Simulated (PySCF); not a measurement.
SnI3, SMILES [I][Sn+]([I])[I], charge +1. Geometry optimised at PBE0-D3(BJ)/def2-SVP. The spin state was assumed, not searched. The isomer is the one that the SMILES or the coordinates give; other isomers of the formula were not compared. The def2 effective core potentials stand for the cores of I, Sn; spin–orbit coupling is left out.

Computed equilibrium geometry at PBE0-D3(BJ)/def2-SVP (PySCF confirms it by a frequency run) as bond lengths and angles, and its point group:
point group D3h.
Atoms: Sn1 I2 I3 I4. Bond lengths (Å): Sn1–I2 2.604, Sn1–I3 2.604, Sn1–I4 2.604. Angles (°): I2–Sn1–I3 120.0, I2–Sn1–I4 120.0, I3–Sn1–I4 120.0.
Charge +1, spin multiplicity 1.
